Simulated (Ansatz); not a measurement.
Torsional profile of SMILES FB(F)B(F)F, singlet. Scanned: dihedral F1–B2–B4–F5; all other coordinates were relaxed at B3LYP-D3(BJ)/def2-SVP. Points at φ and −φ are mirror images.

Geometry of the scan point at -105° (Å):
```
6

F     -1.4203     0.8393     0.9613
B     -0.8244     0.0463     0.0889
F     -1.6102    -0.7058    -0.6606
B      0.8896    -0.0057    -0.0668
F      1.5043     0.5634    -1.0881
F      1.6503    -0.6154     0.8248
```

Level of theory: CCSD(T) on RHF/cc-pVTZ, frozen core // B3LYP-D3(BJ)/def2-SVP (Ansatz, a quantum-chemistry and plane-wave program).

Scanned values (°): -165, -135, -105, -75, -45, -15, 15, 45, 75, 105, 135, 165.

Q: At which scan points does the profile have its minima and maxima, and how high do they lie?

A: Lower than their neighbours: . Higher than their neighbours: -105° (0.3 kcal/mol), 105° (0.3 kcal/mol). The whole profile spans 0.3 kcal/mol.
